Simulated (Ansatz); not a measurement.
Consider the formal hydrolysis of a C–C bond: `C/C=C/I` + H₂O → `O/C=C\I` + CH₄.

Calculated with Ansatz (gas phase, PBE0-D4/def2-TZVP geometries, no zero-point term in ΔE). CBS: MP2 limit from def2 TZ/QZ plus the TZ coupled-cluster correction, frozen cores. This one scheme is used for every species. Double bonds are as drawn, so ΔE can hold a change between cis and trans. DFT in def2-TZVPP. B3LYP here is the variant with VWN-RPA as its local correlation; programs differ in this. HSE06 is defined as in plane-wave codes. Elements past krypton have def2 core potentials. For I outer-core shells are correlated without core-valence functions, which leaves a few kJ/mol of doubt a bond. One conformer a species, not always the lowest.

```tsv
level	ΔE (kJ/mol)	difference from CCSD(T)/CBS
LDA (SPW92)	-8.1	-24.8
BLYP-D4	-0.5	-17.2
r2SCAN-D4	-0.7	-17.4
B97M-V	0.3	-16.4
B3LYP-D4	3.4	-13.3
r2SCANh-D4	1.5	-15.2
r2SCAN0-D4	4.3	-12.4
HSE06-D4	4.5	-12.2
BHLYP-D4	7.5	-9.2
CAM-B3LYP-D4	3.4	-13.3
ωB97X-V	4.9	-11.8
ωB97M-V	6.3	-10.4
B2PLYP	6.9	-9.8
PBE-QIDH	9.8	-6.9
PBE	-1.8	-18.5
revPBE	0.2	-16.5
BLYP	-1.6	-18.3
r2SCAN	-1.1	-17.8
PBE0	3.8	-12.9
B3LYP	2.5	-14.2
r2SCANh	1.0	-15.7
r2SCAN0	3.8	-12.9
HSE06	3.7	-13.0
BHLYP	6.8	-9.9
CAM-B3LYP	2.5	-14.2
LC-ωPBE	5.3	-11.4
RPA@PBE/def2-TZVPP	11.5	-5.2
HF/def2-SVP	0.3	-16.4
MP2/def2-SVP	2.3	-14.4
CCSD/def2-SVP	3.0	-13.7
CCSD(T)/def2-SVP	1.0	-15.7
HF/def2-TZVPP	11.4	-5.3
MP2/def2-TZVPP	16.2	-0.5
SCS-MP2/def2-TZVPP	15.5	-1.2
CCSD/def2-TZVPP	15.5	-1.2
CCSD(T)/def2-TZVPP	13.6	-3.1
HF/def2-QZVPP	12.1	-4.6
MP2/def2-QZVPP	18.2	1.5
HF/CBS(def2)	12.1	-4.6
MP2/CBS(def2)	19.3	2.6
CCSD(T)/CBS	16.7	0
```

(1) What do rigid-rotor, harmonic-oscillator terms from PBE0-D4/def2-TZVP frequencies (298.15 K, 1 bar) make of the CCSD(T)/CBS value? (Estimate.)

Largest T1 diagnostic among the species: 0.011.

## Answers

(1) Computed: ΔZPE = +1.8 kJ/mol, ΔH = +16.6 kJ/mol, ΔS = -14 J/(mol·K), ΔG = +20.7 kJ/mol.

At CCSD(T), def2-SVP lies −15.7 kJ/mol from the extrapolated value and def2-TZVPP −3.1 kJ/mol. From PBE to PBE0 (25 % exact exchange), in def2-TZVPP and without D4, ΔE moves by +5.6 kJ/mol.
